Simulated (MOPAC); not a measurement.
A run for MOPAC: PM3 on ClH2NPb (SMILES [NH2][Pb][Cl]), a point of a torsion scan.

```
PM3 1SCF PRECISE CHARGE=0 THREADS=1
ClH2NPb

N     -0.85597707 1     0.00537262 1    -0.22746257 1
Pb     0.97815444 1    -1.09444425 1    -0.03291895 1
Cl     2.09358132 1    -0.29209442 1    -2.11848527 1
H     -1.03819822 1     0.99212530 1    -0.29065747 1
H     -1.64190970 1    -0.37189690 1     0.28575191 1
```

The log:

```
*******************************************************************************
 **                                                                           **
 **                              MOPAC v23.2.5                                **
 **                                                                           **
 *******************************************************************************
 ** MOPAC's Digital Object Identifier: https://doi.org/10.5281/zenodo.6511958 **
 **                                                                           **
 ** Please cite the open-source release paper for use of this MOPAC version:  **
 ** J. E. Moussa and J. J. P. Stewart (2026)                                  **
 ** MOPAC: An open-source semiempirical molecular orbital program             **
 ** J. Open Source Softw., 11(119), 8025, https://doi.org/10.21105/joss.08025 **
 *******************************************************************************

                              PM3 CALCULATION RESULTS

 *******************************************************************************
 *  PM3        - The PM3 Hamiltonian to be used
 *
 *
 *
 *                 CHARGE ON SYSTEM = 0
 *
 *
 *
 *  PRECISE    - TIGHTER CRITERIA TO BE USED
 *  1SCF       - DO 1 SCF AND THEN STOP
 *  THREADS=1  - MULTI-THREADING NOT USED
 *  T=         - A TIME OF 172800.0 SECONDS REQUESTED
 *  DUMP=N     - RESTART FILE WRITTEN EVERY 7200.0 SECONDS REQUESTED
 *******************************************************************************
PM3 1SCF PRECISE CHARGE=0 THREADS=1
 ClH2NPb

   ATOM   CHEMICAL          X               Y               Z
  NUMBER   SYMBOL      (ANGSTROMS)     (ANGSTROMS)     (ANGSTROMS)

     1       N         -0.85597707  *   0.00537262  *  -0.22746257  *
     2      Pb          0.97815444  *  -1.09444425  *  -0.03291895  *
     3      Cl          2.09358132  *  -0.29209442  *  -2.11848527  *
     4       H         -1.03819822  *   0.99212530  *  -0.29065747  *
     5       H         -1.64190970  *  -0.37189690  *   0.28575191  *



          CARTESIAN COORDINATES

    NO.       ATOM           X           Y           Z

     1         N         -0.8560      0.0054     -0.2275
     2        Pb          0.9782     -1.0944     -0.0329
     3        Cl          2.0936     -0.2921     -2.1185
     4         H         -1.0382      0.9921     -0.2907
     5         H         -1.6419     -0.3719      0.2858

  H: (PM3): J. J. P. STEWART, J. COMP. CHEM. 10, 209 (1989).
  N: (PM3): J. J. P. STEWART, J. COMP. CHEM. 10, 209 (1989).
 Cl: (PM3): J. J. P. STEWART, J. COMP. CHEM. 10, 209 (1989).
 Pb: (PM3): J. J. P. STEWART, J. COMP. CHEM. 12, 320-341 (1991).

           Empirical Formula: H2 N Pb Cl  =     5 atoms



      MOLECULAR POINT GROUP   :   C1


      RHF CALCULATION, NO. OF DOUBLY OCCUPIED LEVELS = 9


 -------------------------------------------------------------------------------
 PM3 1SCF PRECISE CHARGE=0 THREADS=1
 ClH2NPb



     1SCF WAS SPECIFIED, SO BFGS WAS NOT USED
     SCF FIELD WAS ACHIEVED


                              PM3 CALCULATION
                                                       MOPAC v23.2.5 Linux




          FINAL HEAT OF FORMATION =         -4.37106 KCAL/MOL =     -18.28853 KJ/MOL


          COSMO AREA              =        113.25 SQUARE ANGSTROMS
          COSMO VOLUME            =         99.93 CUBIC ANGSTROMS

          IONIZATION POTENTIAL    =          9.073179 EV
          HOMO LUMO ENERGIES (EV) =         -9.073 -2.252
          NO. OF FILLED LEVELS    =          9
          MOLECULAR WEIGHT        =        258.6755         POINT GROUP:  C1

          MOLECULAR DIMENSIONS (Angstroms)

            Atom       Atom       Distance
            H     5   Cl     3     4.44304
            H     4   Pb     2     2.48609
            H     4    H     5     0.57546


          SCF CALCULATIONS        =          1





   ATOM   CHEMICAL          X               Y               Z
  NUMBER   SYMBOL      (ANGSTROMS)     (ANGSTROMS)     (ANGSTROMS)

     1       N         -0.85597707  *   0.00537262  *  -0.22746257  *
     2      Pb          0.97815444  *  -1.09444425  *  -0.03291895  *
     3      Cl          2.09358132  *  -0.29209442  *  -2.11848527  *
     4       H         -1.03819822  *   0.99212530  *  -0.29065747  *
     5       H         -1.64190970  *  -0.37189690  *   0.28575191  *

                             CARTESIAN COORDINATES

   1    N       -0.855977070     0.005372620    -0.227462570
   2   Pb        0.978154440    -1.094444250    -0.032918950
   3   Cl        2.093581320    -0.292094420    -2.118485270
   4    H       -1.038198220     0.992125300    -0.290657470
   5    H       -1.641909700    -0.371896900     0.285751910


           Empirical Formula: H2 N Pb Cl  =     5 atoms



      MOLECULAR POINT GROUP   :   C1


                  EIGENVALUES
 -53.82424 -27.44044 -15.23054 -14.21831 -11.57285 -10.49065 -10.29818 -10.00876
  -9.07318  -2.25218  -0.84659  -0.58600   4.12969   5.05565


              NET ATOMIC CHARGES AND DIPOLE CONTRIBUTIONS

  ATOM NO.   TYPE          CHARGE      No. of ELECS.   s-Pop       p-Pop
    1          N          -0.296741        5.2967     1.47007     3.82667
    2         Pb           0.659010        3.3410     1.90557     1.43542
    3         Cl          -0.453749        7.4537     1.98151     5.47224
    4          H           0.059024        0.9410     0.94098
    5          H           0.032455        0.9675     0.96754
 DIPOLE           X         Y         Z       TOTAL
 POINT-CHG.    -0.797    -2.612     4.799     5.522
 HYBRID        -1.298     1.580    -0.099     2.047
 SUM           -2.095    -1.032     4.700     5.248


          ATOMIC ORBITAL ELECTRON POPULATIONS

     Atom    s        px        py        pz
    1  N   1.47007   1.15243   1.08536   1.58888
    2 Pb   1.90557   0.44240   0.50911   0.48391
    3 Cl   1.98151   1.87947   1.92264   1.67013
    4  H   0.94098
    5  H   0.96754

 **********************
 *                    *
 * JOB ENDED NORMALLY *
 *                    *
 **********************




 == MOPAC DONE ==
```

The run finished.

Cost: very roughly 0.020 core-seconds.
